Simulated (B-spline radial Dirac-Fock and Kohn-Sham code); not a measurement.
Relativistic shifts of the levels of Si⁴⁺

System: the Si⁴⁺ ion in the configuration 1s2 2s2 2p6.

Both columns are ΔSCF binding energies of the configuration average from a radial finite-basis atomic code: non-relativistic Hartree-Fock with a point nucleus, and Dirac-Fock with a finite nucleus and the Coulomb interaction alone, averaged over the two j levels with weights 2j+1.

```
shell  Hartree-Fock (eV)  Dirac-Fock (eV)  shift (eV)  shift (%)
   1s             1906.0           1910.8       +4.87      +0.26
   2s              217.3            218.1       +0.78      +0.36
   2p              165.4            165.4       +0.02      +0.01
```

Relativity binds 1s, 2s, 2p more strongly, among those listed most of all 2s in relative terms.

Values without a named source are computed, but for edge energies of neutral atoms, which are taken from tables.
